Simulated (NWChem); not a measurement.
# GaNH₃OBr; SMILES [NH2][Ga]([OH])[Br]

```xyz
7

Ga    -0.0435     0.8080    -0.0289
Br    -0.0040    -1.4800    -0.0178
O     -1.5966     1.6627     0.0567
H     -2.3607     1.0794     0.1052
N      1.4803     1.7456    -0.1172
H      1.5059     2.7568    -0.1368
H      2.3950     1.3200    -0.1801
```
Atoms are numbered in this order, from 1.

Results from NWChem. STO-3G and 3-21G are far too small for this property and stand as cheap habits. All runs use the structure optimised with PBE0/def2-SVP. GIAO values for the isolated, static molecule; σ is the absolute isotropic shielding, δ = σ(reference) − σ with the isolated reference molecule computed at the same levels (1H: tetramethylsilane, 15N: ammonia, 17O: water). Spin-orbit effects, on the heavy nuclei and on their neighbours, are missing.

Problem. What does the run give for Hartree-Fock/STO-3G? Quantities: σ Ga1 (ppm); σ Br2 (ppm); δ O3 (ppm); δ H4 (ppm); δ N5 (ppm); δ H6 (ppm); δ H7 (ppm).

Solution. The σ Ga1 (ppm) is 1446.7. The σ Br2 (ppm) is 3301.8 and the δ O3 (ppm) comes out as -41.3. The δ H4 (ppm) comes out as -0.33 and the δ N5 (ppm) is -19.0. The δ H6 (ppm) is 0.90 and the δ H7 (ppm) is 0.84.
